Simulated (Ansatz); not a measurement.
Gas-phase electronic energies from Ansatz, PBE0-D4/def2-TZVP geometries. CCSD(T)/CBS adds triple-zeta CCSD(T) − MP2 to the extrapolated MP2 energy (def2 sets, frozen cores). DFT in def2-TZVPP. HSE06 is defined as in plane-wave codes. Each species was taken in one conformer, which may not be the lowest.

`FB(F)N([SiH3])[SiH3]` + `C[BH][AlH2]` → `F[B](F)[AlH2]` + `CBN([SiH3])[SiH3]`  (redistribution)

CCSD(T)/CBS gives -23.1 kJ/mol.

(1) Another level gave -26.5 kJ/mol. Which?
A. r2SCAN0-D4/def2-TZVPP
B. LDA (SPW92)/def2-TZVPP
C. HSE06-D4/def2-TZVPP
D. HF/def2-TZVPP

Largest T1 diagnostic among the species: 0.014.

## Answers

(1) B. LDA (SPW92) -26.5, HSE06-D4 -21.6, r2SCAN0-D4 -15.6, HF/def2-TZVPP -7.1 kJ/mol.

From PBE to PBE0 (25 % exact exchange), in def2-TZVPP and without D4, ΔE moves by +5.8 kJ/mol. Leaving LDA and LC-ωPBE aside and taking each functional with its dispersion term where it has one, the values, not all of them listed here, spread over 17.9 kJ/mol, from BLYP-D4 to B97M-V.

CCSD(T)/CBS has its own doubt, a few kJ/mol and more with outer-core shells, so smaller differences from it don't rank the levels.
